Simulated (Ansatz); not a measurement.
Ansatz (a first-principles code) input (RI-MP2/aug-cc-pV(T+d)Z):
A basis named .json is the Basis Set Exchange file of that set.

Ansatz 0.2 input:
```yaml
crystal:
  periodic: [false, false, false]
  atoms:
    - {symbol: C, position_ang: [-1.51871499, -1.16640604, -0.15038214]}
    - {symbol: Al, position_ang: [0.02487090, 0.01964729, -0.00185079]}
    - {symbol: N, position_ang: [-0.19051821, 1.76861104, 0.22637676]}
    - {symbol: N, position_ang: [1.67861614, -0.62601673, -0.07667834]}
    - {symbol: H, position_ang: [-1.30083651, -2.04264203, -0.76606065]}
    - {symbol: H, position_ang: [-2.38066693, -0.65922519, -0.59098061]}
    - {symbol: H, position_ang: [-1.83070666, -1.53418792, 0.83144050]}
    - {symbol: H, position_ang: [-1.08770772, 2.22449867, 0.27500503]}
    - {symbol: H, position_ang: [0.54571463, 2.44862479, 0.32981356]}
    - {symbol: H, position_ang: [1.89787794, -1.60046250, -0.20906769]}
    - {symbol: H, position_ang: [2.52860804, -0.09174456, 0.00831395]}
basis:
  gaussian:
    orbitals: aug-cc-pV_T+d_Z.json
    fitting: {mean_field: def2-universal-jkfit, correlation: aug-cc-pVTZ-RIFIT.json}
magnetization: {spin_polarized: false}
correlation: {method: mp2, electrons: outside_noble_gas}
```

End of the output:

```
integrals: 0.48 GiB planned
483 factors; integrals over basis functions are off by at most 9.5e-1 eV
0.72 GiB of device memory are held for the factors and their scratch space
mean field: 1.12 GiB planned
mean field evaluation 1: about -10685.3150 eV, gradient 5.8e1 eV
mean field evaluation 2: about -10690.0808 eV, gradient 3.2e1 eV
mean field evaluation 4: about -10692.1046 eV, gradient 1.2e0 eV
mean field evaluation 8: about -10692.1095 eV, gradient 1.2e-6 eV
mean field -10692.10953786 eV, -392.9277781441 hartree, gradient 1.2e-6 eV, S^2 0.000000; 0 other end points of the search recorded, 0 dependent functions left out
8 core orbitals not correlated
787 factors; their error is unknown
reference -10692.10953786 eV, -392.9277781441 hartree; 12, 12 occupied and 334, 334 virtual orbitals, 787 factors
second order -19.28092854 eV of doubles, -0.00000000 eV of singles
Total energy: -10711.39046639 eV, -393.6363391987 hartree
```
